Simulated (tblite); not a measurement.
Input of a run (GFN2-xTB geometry optimisation, gas phase (tblite 0.8.0)), started from a force field or distance geometry:
```
{"job": {"kind": "relax", "xc": "GFN2-xTB", "basis": "xTB"}, "charge": 0, "multiplicity": 1}
F      2.386600    -1.758900    -2.139000
Si     2.505400    -1.552900    -0.484700
O      0.960500    -1.656300     0.223600
Si     0.096000    -0.177900     0.167700
O     -1.248800    -0.229100    -0.897800
Si    -2.552300    -0.917100    -0.011000
O      1.045600     1.168000    -0.276100
Si     0.095600     2.543500     0.161700
H      3.089900    -0.264400    -0.139200
H      3.302200    -2.642400     0.129400
H     -0.478600     0.154200     1.497200
H     -3.818300    -0.586800    -0.645400
H     -2.292300    -2.371800     0.038900
H     -2.442000    -0.426900     1.373200
H     -0.547000     3.180600    -0.993400
H      0.919600     3.444400     0.954800
H     -1.029300     2.105900     1.030200
```

Output (eV, eV/Å):
```
step      E/eV     max force
  0    -783.02154    2.989
  1    -783.49045    2.225
  2    -783.95388    1.510
  3    -784.04689    0.894
  4    -784.17394    1.088
  5    -784.27280    1.233
  6    -784.49834    0.921
  7    -784.58120    0.600
  8    -784.62544    0.542
  9    -784.67387    0.596
 10    -784.71718    0.589
 11    -784.77668    0.664
 12    -784.84638    0.661
 13    -784.92171    0.487
 14    -784.97099    0.461
 15    -784.99937    0.529
 16    -785.03095    0.480
 17    -785.06387    0.438
 18    -785.09893    0.494
 19    -785.12533    0.393
 20    -785.14446    0.326
 21    -785.15682    0.417
 22    -785.16989    0.342
 23    -785.18039    0.299
 24    -785.19419    0.199
 25    -785.19878    0.199
 26    -785.20437    0.166
 27    -785.20642    0.102
 28    -785.20906    0.125
 29    -785.21183    0.128
 30    -785.21464    0.120
 31    -785.21582    0.077
 32    -785.21628    0.048
 33    -785.21677    0.059
 34    -785.21748    0.087
 35    -785.21844    0.108
 36    -785.21939    0.095
 37    -785.22007    0.048
 38    -785.22050    0.044
 39    -785.22088    0.062
 40    -785.22132    0.068
 41    -785.22185    0.067
 42    -785.22252    0.068
 43    -785.22333    0.081
 44    -785.22410    0.068
 45    -785.22458    0.062
 46    -785.22491    0.056
 47    -785.22525    0.054
 48    -785.22584    0.072
 49    -785.22656    0.074
 50    -785.22713    0.056
 51    -785.22743    0.041
 52    -785.22773    0.066
 53    -785.22808    0.059
 54    -785.22905    0.074
 55    -785.22956    0.064
 56    -785.23013    0.064
 57    -785.23062    0.056
 58    -785.23103    0.067
 59    -785.23169    0.074
 60    -785.23230    0.062
 61    -785.23317    0.096
 62    -785.23370    0.070
 63    -785.23446    0.055
 64    -785.23557    0.116
 65    -785.23675    0.058
 66    -785.23804    0.066
 67    -785.24003    0.104
 68    -785.24099    0.081
 69    -785.24164    0.065
 70    -785.24258    0.072
 71    -785.24333    0.069
 72    -785.24505    0.070
 73    -785.24623    0.070
 74    -785.24717    0.056
 75    -785.24796    0.054
 76    -785.24908    0.073
 77    -785.25088    0.105
 78    -785.25333    0.143
 79    -785.25735    0.224
 80    -785.24730    0.662
 81    -785.26284    0.100
 82    -785.26524    0.111
 83    -785.26148    0.662
 84    -785.27001    0.118
 85    -785.27302    0.118
 86    -785.27494    0.535
 87    -785.28202    0.104
 88    -785.28632    0.096
 89    -785.29031    0.459
 90    -785.29795    0.132
 91    -785.30093    0.108
 92    -785.30422    0.224
 93    -785.30797    0.125
 94    -785.31089    0.111
 95    -785.31546    0.100
 96    -785.31649    0.122
 97    -785.31762    0.067
 98    -785.31891    0.076
 99    -785.31981    0.072
100    -785.32106    0.062
101    -785.32229    0.065
102    -785.32330    0.050
103    -785.32383    0.056
104    -785.32428    0.048
105    -785.32500    0.051
106    -785.32619    0.074
107    -785.32758    0.126
108    -785.32867    0.089
109    -785.32945    0.086
110    -785.33029    0.076
111    -785.33158    0.072
112    -785.33335    0.104
113    -785.33504    0.105
114    -785.33617    0.073
115    -785.33687    0.055
116    -785.33745    0.063
117    -785.33824    0.095
118    -785.33928    0.127
119    -785.34050    0.105
120    -785.34152    0.058
121    -785.34208    0.043
122    -785.34231    0.030
123    -785.34248    0.029
124    -785.34271    0.034
125    -785.34315    0.047
126    -785.34392    0.056
127    -785.34526    0.081
128    -785.34721    0.099
129    -785.34981    0.104
130    -785.35221    0.106
131    -785.35303    0.104
132    -785.35430    0.083
133    -785.35499    0.073
134    -785.35598    0.056
135    -785.35659    0.055
136    -785.35734    0.039
137    -785.35779    0.041
138    -785.35801    0.050
139    -785.35824    0.051
140    -785.35854    0.040
141    -785.35888    0.040
142    -785.35929    0.040
143    -785.35964    0.037
144    -785.35993    0.033
145    -785.36022    0.032
146    -785.36057    0.037
147    -785.36106    0.054
148    -785.36168    0.060
149    -785.36238    0.071
150    -785.36299    0.052
151    -785.36350    0.059
152    -785.36398    0.061
153    -785.36470    0.061
154    -785.36595    0.086
155    -785.36770    0.075
156    -785.36943    0.064
157    -785.37051    0.065
158    -785.37094    0.059
159    -785.37142    0.046
160    -785.37170    0.037
161    -785.37218    0.043
162    -785.37255    0.062
163    -785.37300    0.064
164    -785.37339    0.048
165    -785.37375    0.046
166    -785.37409    0.039
167    -785.37445    0.039
168    -785.37473    0.033
169    -785.37491    0.027
170    -785.37501    0.023
171    -785.37508    0.021
172    -785.37513    0.018
173    -785.37519    0.021
174    -785.37524    0.020
175    -785.37529    0.013
176    -785.37533    0.013
177    -785.37536    0.013
178    -785.37539    0.015
179    -785.37543    0.016
180    -785.37547    0.017
181    -785.37551    0.016
182    -785.37553    0.010
```

Question: Summarise the run.

Answer: The energy falls by 227.1 kJ/mol over 182 L-BFGS steps, the largest force on an atom goes from 2.99 to 0.010 eV/Å, and the atoms move by 1.317 Å rms after alignment. The bond that changes most is Si4–O5 (oxygen-bound silicon to siloxane oxygen), which shortens by 0.110 Å. Bonds longer at the end by more than 0.005 Å: 2 of 16; shorter: 12. Among the angles that change most is Si4–O5–Si6, from 106.6° to 147.4°. Among the dihedrals that turn most is O7–Si4–O5–Si6, from -149° to 48°. The energy rose by more than 1e-5 eV at steps 80 and 83. The first step brought 20 % of the lowering.

Question: What are the final bond lengths?

Answer: F1–Si2 1.608 Å, Si2–O3 1.605 Å, O3–Si4 1.622 Å, Si4–O5 1.606 Å, O5–Si6 1.627 Å, Si4–O7 1.609 Å, O7–Si8 1.625 Å, Si2–H9 1.452 Å, Si2–H10 1.449 Å, Si4–H11 1.439 Å, Si6–H12 1.461 Å, Si6–H13 1.462 Å, Si6–H14 1.465 Å, Si8–H15 1.462 Å, Si8–H16 1.463 Å, Si8–H17 1.463 Å. Numbering counts from 1 in the input's order; the species is `F[SiH2]O[SiH](O[SiH3])O[SiH3]`.

The run took 3.0 s wall on Arm Neoverse N1, one thread, on a shared host.

GFN2-xTB frequencies show an imaginary mode (41i cm⁻¹), so the point is no minimum at that level. 3 starts were optimised and ended at 0.00, 0.35 and 0.52 kcal/mol (GFN2-xTB); the lowest of these is shown.

The numbers are calculated, not measured.
